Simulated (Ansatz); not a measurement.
`CC[SiH2][SbH2]` + H₂O → `OC[SiH2][SbH2]` + CH₄  (formal hydrolysis of a C–C bond)

Calculated with Ansatz (gas phase, PBE0-D4/def2-TZVP geometries, no zero-point term in ΔE). CCSD(T)/CBS is the MP2 limit (def2-TZVPP, def2-QZVPP) plus CCSD(T) − MP2 in def2-TZVPP, frozen cores. This one scheme is used for every species. Functionals use def2-TZVPP. Elements past krypton have def2 core potentials. For Sb outer-core shells are correlated without core-valence functions, which leaves a few kJ/mol of doubt a bond. One conformer a species, not always the lowest.

```tsv
level	ΔE (kcal/mol)
ωB97X-V	11.4
ωB97M-V	11.8
```

What does CCSD(T)/CBS give? (An estimate is asked.)

Computed: +13.9 kcal/mol. The listed levels differ from it by -2.5, -2.1 kcal/mol.

Largest T1 diagnostic among the species: 0.013.

The D4 term adds +1.1 kcal/mol with B3LYP and +0.6 kcal/mol with PBE0; it sums over pairs of atoms, weighted by their polarisabilities, and B3LYP, whose exchange is more repulsive, gets the larger term. From PBE to PBE0 (25 % exact exchange), in def2-TZVPP and without D4, ΔE moves by +1.6 kcal/mol.

B3LYP here is the variant with VWN-RPA as its local correlation; programs differ in this.
